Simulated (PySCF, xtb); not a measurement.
Y(Cl)3 anion (Cl₃Y), SMILES [Cl][Y]([Cl])[Cl] (connectivity only; charge and spin as stated), charge -1, multiplicity 2.

Harmonic wavenumbers (cm⁻¹) from GFN2-xTB (xtb) at its own minimum, in rising order: 73, 75, 76, 220, 255, 256.

**Question.** What does B3LYP-D3(BJ)/def2-SVPD (PySCF 2.14.0) give at its own minimum? (Estimate from the structure and the level; the computed values follow.)

**Answer.** 35, 68, 68, 263, 306, 306. Paired by order, the mean absolute difference is 33 cm⁻¹ and the zero-point energies are 1.4 and 1.5 kcal/mol.
